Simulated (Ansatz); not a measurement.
Molecule: C4H5OSi, net charge 0, doublet state. It need not be the lowest isomer of its formula. 
Structure (B3LYP-D3(BJ)/def2-TZVP (Ansatz, a first-principles code) minimum search):
SMILES: [SiH3]c1[c]occ1
```xyz
11

Si    -2.0507     0.3532     0.0460
C     -0.2288     0.0205    -0.0018
C      0.4098    -1.1099    -0.3919
O      1.7325    -1.0683    -0.3224
C      2.0324     0.1978     0.1561
C      0.8866     0.8840     0.3618
H     -2.4791     0.6798     1.4266
H     -2.3870     1.5073    -0.8206
H     -2.7714    -0.8486    -0.4260
H      3.0777     0.4150     0.2789
H      0.8104     1.8941     0.7306
```
Charge 0, spin multiplicity 2.

Total electronic energies in hartree. Cores are frozen in the correlated levels unless marked. UHF or UKS for open shells. Spin-orbit coupling is left out. No relativistic terms. CBS(X,Y): correlation extrapolated as X^-3; Hartree-Fock from the larger set.

The UHF reference is spin-contaminated (<S^2> 0.30 over the pure value in the largest basis). 

| level | program | energy (Eh) |
|---|---|---|
| HF/6-31G | Ansatz | -517.90162 |
| BLYP-D3(BJ)/def2-TZVPD | Ansatz + dftd3 | -520.06315 |
| B97M-V/def2-TZVPD | Ansatz | -520.02751 |
| B3LYP-D4/def2-TZVPD | Ansatz + dftd4 | -520.15948 |
| B3LYP/def2-TZVPD | Ansatz | -520.14335 |
| PBE0-D3(BJ)/def2-TZVPD | Ansatz + dftd3 | -519.73924 |
| PBE0/def2-TZVPD | Ansatz | -519.73077 |
| PBE0/def2-QZVPP | Ansatz | -519.75281 |
| BHLYP-D3(BJ)/def2-TZVPD | Ansatz + dftd3 | -519.99943 |
| r2SCAN0-D4/def2-TZVPD | Ansatz + dftd4 | -519.93794 |
| CAM-B3LYP/def2-TZVPD | Ansatz | -520.01313 |
| LC-wPBE-D3(BJ)/def2-TZVPD | Ansatz + dftd3 | -519.87715 |
| B2GP-PLYP-D3(BJ)/def2-TZVPD | Ansatz + dftd3 | -519.72698 |
| MP2/cc-pV(Q+d)Z | Ansatz | -519.18273 |
| MP2/CBS(cc-pV(T+d)Z,cc-pV(Q+d)Z) | Ansatz | -519.2298 |
| SCS-MP2/6-31G* | Ansatz | -518.74867 |
| CCSD/STO-3G | Ansatz | -512.24786 |
| CCSD/cc-pV(D+d)Z | Ansatz | -518.91009 |
| CCSD/cc-pV(T+d)Z | Ansatz | -519.14881 |
| CCSD/cc-pVTZ | Ansatz | -519.14558 |
| CCSD/CBS(cc-pV(T+d)Z,cc-pV(Q+d)Z) | Ansatz | -519.2616 |
| CCSD(T)/cc-pV(D+d)Z | Ansatz | -518.94268 |
| CCSD(T)/CBS(cc-pV(T+d)Z,cc-pV(Q+d)Z) | Ansatz | -519.3182 |

Totals of different functionals don't rank their quality; only differences between species are comparable.
